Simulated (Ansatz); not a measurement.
Molecular dynamics of C3H11NSi

The input (input.yaml):

```yaml
crystal:
  periodic: [false, false, false]
  atoms:
    - { symbol: Si, position_ang: [-0.002619, -0.002222, 0.017551] }
    - { symbol: "N", position_ang: [0.05279, -0.189862, 1.782689] }
    - { symbol: H, position_ang: [-0.673492, -0.651828, 2.308956] }
    - { symbol: H, position_ang: [0.77689, 0.217007, 2.355478] }
    - { symbol: C, position_ang: [1.803404, 0.080781, -0.608648] }
    - { symbol: H, position_ang: [2.332325, -0.849469, -0.375659] }
    - { symbol: H, position_ang: [1.832749, 0.233257, -1.693767] }
    - { symbol: H, position_ang: [2.347732, 0.909759, -0.140624] }
    - { symbol: C, position_ang: [-0.926548, 1.58355, -0.540714] }
    - { symbol: H, position_ang: [-1.963833, 1.574368, -0.186665] }
    - { symbol: H, position_ang: [-0.440986, 2.479369, -0.136753] }
    - { symbol: H, position_ang: [-0.939351, 1.665495, -1.634642] }
    - { symbol: C, position_ang: [-0.909247, -1.529548, -0.693644] }
    - { symbol: H, position_ang: [-1.917443, -1.623747, -0.272515] }
    - { symbol: H, position_ang: [-1.008875, -1.45132, -1.782463] }
    - { symbol: H, position_ang: [-0.355695, -2.44569, -0.461979] }
basis:
  gaussian: { orbitals: "6-31G" }
hamiltonian:
  xc: b3lyp
md:
  timestep: 0.25
  n_steps: 32
  ensemble: nve
  temperature: 500.0
  initial_velocities: maxwell_boltzmann
  seed: 441671
```

Run as:

```bash
$ ansatz run input.yaml --threads 1 --pin off --max-ram 2048MiB --backend cpu --events-out ev --progress --plain --runs-dir out
```

It starts from a relaxed structure.

Output, in part (step lines, the closing report, with atoms numbered from 0):

```
md step     0: t =     0.00 fs  T =   500.0 K  F+E_penalty+E_count = -12658.07105149 eV  E_kin = 0.904820 eV  conserved = -12657.16623150 eV  (24 SCF iters)
md step     1: t =     0.25 fs  T =   497.1 K  F+E_penalty+E_count = -12658.06581868 eV  E_kin = 0.899590 eV  conserved = -12657.16622892 eV  (24 SCF iters)
md step     2: t =     0.50 fs  T =   488.6 K  F+E_penalty+E_count = -12658.05043626 eV  E_kin = 0.884255 eV  conserved = -12657.16618094 eV  (25 SCF iters)
md step     3: t =     0.75 fs  T =   475.0 K  F+E_penalty+E_count = -12658.02574755 eV  E_kin = 0.859660 eV  conserved = -12657.16608742 eV  (25 SCF iters)
md step     4: t =     1.00 fs  T =   457.2 K  F+E_penalty+E_count = -12657.99330697 eV  E_kin = 0.827353 eV  conserved = -12657.16595374 eV  (25 SCF iters)
md step     5: t =     1.25 fs  T =   436.3 K  F+E_penalty+E_count = -12657.95529113 eV  E_kin = 0.789501 eV  conserved = -12657.16579051 eV  (25 SCF iters)
md step     6: t =     1.50 fs  T =   413.7 K  F+E_penalty+E_count = -12657.91432892 eV  E_kin = 0.748716 eV  conserved = -12657.16561304 eV  (25 SCF iters)
md step     7: t =     1.75 fs  T =   391.1 K  F+E_penalty+E_count = -12657.87325826 eV  E_kin = 0.707818 eV  conserved = -12657.16544009 eV  (25 SCF iters)
md step     8: t =     2.00 fs  T =   370.0 K  F+E_penalty+E_count = -12657.83483231 eV  E_kin = 0.669541 eV  conserved = -12657.16529123 eV  (24 SCF iters)
md step     9: t =     2.25 fs  T =   351.6 K  F+E_penalty+E_count = -12657.80141434 eV  E_kin = 0.636230 eV  conserved = -12657.16518390 eV  (21 SCF iters)
md step    10: t =     2.50 fs  T =   336.9 K  F+E_penalty+E_count = -12657.77470840 eV  E_kin = 0.609578 eV  conserved = -12657.16513020 eV  (21 SCF iters)
md step    11: t =     2.75 fs  T =   326.3 K  F+E_penalty+E_count = -12657.75557238 eV  E_kin = 0.590438 eV  conserved = -12657.16513460 eV  (21 SCF iters)
md step    12: t =     3.00 fs  T =   319.8 K  F+E_penalty+E_count = -12657.74394747 eV  E_kin = 0.578754 eV  conserved = -12657.16519344 eV  (21 SCF iters)
md step    13: t =     3.25 fs  T =   317.0 K  F+E_penalty+E_count = -12657.73891440 eV  E_kin = 0.573619 eV  conserved = -12657.16529543 eV  (22 SCF iters)
md step    14: t =     3.50 fs  T =   316.9 K  F+E_penalty+E_count = -12657.73886426 eV  E_kin = 0.573440 eV  conserved = -12657.16542451 eV  (22 SCF iters)
md step    15: t =     3.75 fs  T =   318.4 K  F+E_penalty+E_count = -12657.74174718 eV  E_kin = 0.576185 eV  conserved = -12657.16556255 eV  (25 SCF iters)
md step    16: t =     4.00 fs  T =   320.3 K  F+E_penalty+E_count = -12657.74535367 eV  E_kin = 0.579661 eV  conserved = -12657.16569242 eV  (25 SCF iters)
md step    17: t =     4.25 fs  T =   321.5 K  F+E_penalty+E_count = -12657.74758276 eV  E_kin = 0.581782 eV  conserved = -12657.16580045 eV  (25 SCF iters)
md step    18: t =     4.50 fs  T =   320.9 K  F+E_penalty+E_count = -12657.74666062 eV  E_kin = 0.580783 eV  conserved = -12657.16587742 eV  (25 SCF iters)
md step    19: t =     4.75 fs  T =   317.9 K  F+E_penalty+E_count = -12657.74129070 eV  E_kin = 0.575372 eV  conserved = -12657.16591894 eV  (25 SCF iters)
md step    20: t =     5.00 fs  T =   312.1 K  F+E_penalty+E_count = -12657.73073011 eV  E_kin = 0.564805 eV  conserved = -12657.16592480 eV  (25 SCF iters)
md step    21: t =     5.25 fs  T =   303.3 K  F+E_penalty+E_count = -12657.71480003 eV  E_kin = 0.548902 eV  conserved = -12657.16589782 eV  (25 SCF iters)
md step    22: t =     5.50 fs  T =   291.8 K  F+E_penalty+E_count = -12657.69384556 eV  E_kin = 0.528002 eV  conserved = -12657.16584315 eV  (25 SCF iters)
md step    23: t =     5.75 fs  T =   277.9 K  F+E_penalty+E_count = -12657.66866034 eV  E_kin = 0.502893 eV  conserved = -12657.16576726 eV  (25 SCF iters)
md step    24: t =     6.00 fs  T =   262.3 K  F+E_penalty+E_count = -12657.64039083 eV  E_kin = 0.474714 eV  conserved = -12657.16567659 eV  (24 SCF iters)
md step    25: t =     6.25 fs  T =   245.8 K  F+E_penalty+E_count = -12657.61043341 eV  E_kin = 0.444856 eV  conserved = -12657.16557756 eV  (24 SCF iters)
md step    26: t =     6.50 fs  T =   229.2 K  F+E_penalty+E_count = -12657.58032995 eV  E_kin = 0.414854 eV  conserved = -12657.16547641 eV  (25 SCF iters)
md step    27: t =     6.75 fs  T =   213.5 K  F+E_penalty+E_count = -12657.55166668 eV  E_kin = 0.386288 eV  conserved = -12657.16537905 eV  (22 SCF iters)
md step    28: t =     7.00 fs  T =   199.3 K  F+E_penalty+E_count = -12657.52597805 eV  E_kin = 0.360687 eV  conserved = -12657.16529087 eV  (22 SCF iters)
md step    29: t =     7.25 fs  T =   187.6 K  F+E_penalty+E_count = -12657.50465751 eV  E_kin = 0.339440 eV  conserved = -12657.16521703 eV  (22 SCF iters)
md step    30: t =     7.50 fs  T =   178.9 K  F+E_penalty+E_count = -12657.48887489 eV  E_kin = 0.323713 eV  conserved = -12657.16516180 eV  (21 SCF iters)
md step    31: t =     7.75 fs  T =   173.7 K  F+E_penalty+E_count = -12657.47950461 eV  E_kin = 0.314376 eV  conserved = -12657.16512899 eV  (21 SCF iters)
md step    32: t =     8.00 fs  T =   172.4 K  F+E_penalty+E_count = -12657.47706511 eV  E_kin = 0.311944 eV  conserved = -12657.16512126 eV  (25 SCF iters)
Total energy: -12657.47730425 eV, -465.1537113850 hartree
Atom 0 at     0.001154    -0.001969     0.036633 Å, force    -0.138117     0.760946    -0.537000 eV/Å
Atom 1 at    -0.001111    -0.221696     1.794697 Å, force     1.221584     0.689183    -0.032613 eV/Å
Atom 2 at    -0.619875    -0.539656     2.515802 Å, force    -0.587724    -0.203145    -0.367017 eV/Å
Atom 3 at     0.863022     0.118758     2.186129 Å, force     0.193110     0.063446     0.513411 eV/Å
Atom 4 at     1.794973     0.078551    -0.634460 Å, force     0.971146     0.058261    -0.580743 eV/Å
Atom 5 at     2.211042    -0.920567    -0.370334 Å, force     0.205724     0.514060    -0.282858 eV/Å
Atom 6 at     1.725809     0.125594    -1.794805 Å, force     0.248024     0.117875     1.878190 eV/Å
Atom 7 at     2.520638     0.885281    -0.234431 Å, force    -1.290719    -1.125814    -0.703649 eV/Å
Atom 8 at    -0.941582     1.583785    -0.573402 Å, force    -0.545822    -0.179219     2.187337 eV/Å
Atom 9 at    -1.913226     1.560166     0.008135 Å, force     0.709019     0.295482    -0.728330 eV/Å
Atom 10 at    -0.380515     2.467442    -0.232535 Å, force    -0.135026    -0.038841    -0.030972 eV/Å
Atom 11 at    -1.143921     1.699634    -1.618985 Å, force    -0.081804    -0.255275    -0.788435 eV/Å
Atom 12 at    -0.843947    -1.486189    -0.681636 Å, force    -0.188148    -0.314057    -1.307465 eV/Å
Atom 13 at    -1.871691    -1.439573    -0.364012 Å, force    -0.706762    -0.343370     0.165812 eV/Å
Atom 14 at    -0.834140    -1.505837    -1.772606 Å, force    -0.234315     0.582076    -0.369711 eV/Å
Atom 15 at    -0.421744    -2.451603    -0.487534 Å, force     0.359830    -0.621610     0.984045 eV/Å
Dipole moment:     0.041474    -0.019028     0.121959 e Å
```

The run went to its last step. The conserved energy stayed within 0.07 meV per atom of its start (net change 0.069 meV per atom), so the integration is sound. A run of 0.008 ps of so small a system gives no equilibrium averages. Limits of this set-up: no polarisation functions.

The same pairs are bonded in the first frame and the last. Pairs count as bonded within 1.25 times the sum of covalent radii (0.12 Å more for H–H).

Last frame:

```xyz
16
Properties=species:S:1:pos:R:3
Si 0.001 -0.002 0.037
N -0.001 -0.222 1.795
H -0.620 -0.540 2.516
H 0.863 0.119 2.186
C 1.795 0.079 -0.634
H 2.211 -0.921 -0.370
H 1.726 0.126 -1.795
H 2.521 0.885 -0.234
C -0.942 1.584 -0.573
H -1.913 1.560 0.008
H -0.381 2.467 -0.233
H -1.144 1.700 -1.619
C -0.844 -1.486 -0.682
H -1.872 -1.440 -0.364
H -0.834 -1.506 -1.773
H -0.422 -2.452 -0.487
```

Run time: 89 s on 1 thread of Intel(R) Xeon(R) 6975P-C (Granite Rapids) (shared host), peak memory 0.18 GiB.
